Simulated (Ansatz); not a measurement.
Reaction (ligand exchange at a Ge–F bond): `[F][Ge]([F])([F])[Cl]` + H₂S → `[F][Ge]([F])([SH])[Cl]` + H–F

Calculated with Ansatz (gas phase, PBE0-D4/def2-TZVP geometries, no zero-point term in ΔE). CCSD(T)/CBS adds triple-zeta CCSD(T) − MP2 to the extrapolated MP2 energy (def2 sets, frozen cores). This one scheme is used for every species. DFT in def2-TZVPP. For Ge outer-core shells are correlated without core-valence functions, which leaves a few kJ/mol of doubt a bond. Scalar relativity is left out up to krypton. Each species was taken in one conformer, which may not be the lowest.

`[F][Ge]([F])([F])[Cl]`:

```xyz
5

F     0.443   -1.562    0.557
Ge   -0.031   -0.034   -0.014
F    -0.121   -0.123   -1.708
F    -1.596    0.272    0.570
Cl    1.305    1.447    0.595
```

H₂S:

Z-matrix (Å, degrees):
```
S
H 1 1.341
H 1 1.341 2 92.3
```

`[F][Ge]([F])([SH])[Cl]`:

Z-matrix (Å, degrees):
```
Ge
F 1 1.714
S 1 2.174 2 112.8
F 1 1.711 2 105.3 3 116.9
Cl 1 2.112 2 106.2 3 -127.3
H 3 1.345 1 91.8 2 -73.7
```

H–F:

```xyz
2

F    -0.237    0.112    0.378
H     0.237   -0.112   -0.378
```

| level | ΔE (kcal/mol) | difference from CCSD(T)/CBS |
| --- | --- | --- |
| LDA (SPW92) | -0.6 | -1.0 |
| B97M-V | 3.6 | 3.2 |
| PBE0-D4 | -0.6 | -1.0 |
| r2SCANh-D4 | 1.7 | 1.3 |
| ωB97X-V | 2.8 | 2.4 |
| PBE | 0.4 | 0.0 |
| BLYP | 3.2 | 2.8 |
| CCSD(T)/def2-TZVPP | 2.4 | 2.0 |
| MP2/CBS(def2) | -1.0 | -1.4 |
| CCSD/CBS(def2) | 1.1 | 0.7 |
| CCSD(T)/CBS | 0.4 | 0 |

Largest T1 diagnostic among the species: 0.012.

In def2-TZVPP, CCSD(T) changes the Hartree–Fock value by −4.3 kcal/mol (the triples alone add −0.7 kcal/mol) and MP2 by −5.7 kcal/mol. At CCSD(T), def2-SVP lies +5.3 kcal/mol from the extrapolated value and def2-TZVPP +2.0 kcal/mol.
